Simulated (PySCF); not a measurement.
## A survey of ²⁹Si NMR shifts

Method: σ from GIAO-PBE0/pcSseg-1, coordinates at the GFN2-xTB level, in PySCF 2.14 (gas phase, non-relativistic Hamiltonian, one computed conformer, equivalent nuclei averaged).

Shieldings were converted by a linear fit to measured shifts: ²⁹Si: δ = 279.94 − 0.822σ (rms 8.9 ppm, 72 shifts, 25.8 ppm with the 6 outliers that the fit left out vs TMS, solution or neat liquid). Occasional misses reach two or three times the rms, and more in compound classes unlike the fitted ones.

Problem. Give the ²⁹Si shifts of `CC(=S)O[SiH2]CO[SiH3]`, `CSC1=CC=C[SiH2]1`, `CSC1=CC=C[SiH2]1`, `C=CC[SiH2]NC`, `C/C=N\[SiH](C)C`.

Solution. 
| compound | environment | δ (ppm) |
| --- | --- | --- |
| [CH3:1][C:2](=[S:3])[O:4][SiH2:5][CH2:6][O:7][SiH3:8] | Si8: silicon bonded to O, 3 H | -32.5 |
| [CH3:1][C:2](=[S:3])[O:4][SiH2:5][CH2:6][O:7][SiH3:8] | Si5: silicon bonded to C, O, 2 H | -37.7 |
| CSC1=CC=C[SiH2]1 | silicon bonded to 2 C, 2 H, in a 5-membered ring | -49.2 |
| CSC1=CC=C[SiH2]1 | silicon bonded to 2 C, 2 H, in a 5-membered ring | -49.2 |
| C=CC[SiH2]NC | silicon bonded to C, N, 2 H | -31.7 |
| C/C=N\[SiH](C)C | silicon bonded to 2 C, N, H | -33.6 |

Problem. Match the shifts 15.7, -28.5, -47.3 ppm to `O[SiH2]CC(F)(F)F`, `ClC[SiH2]c1ncccn1`, `F[C@@H]1C[Si@@H](F)CC1=S`.

Solution. 15.7: F[C@@H]1C[Si@@H](F)CC1=S (silicon bonded to 2 C, F, H, in a 5-membered ring); -28.5: O[SiH2]CC(F)(F)F (silicon bonded to C, O, 2 H); -47.3: ClC[SiH2]c1ncccn1 (silicon bonded to 2 C, 2 H).
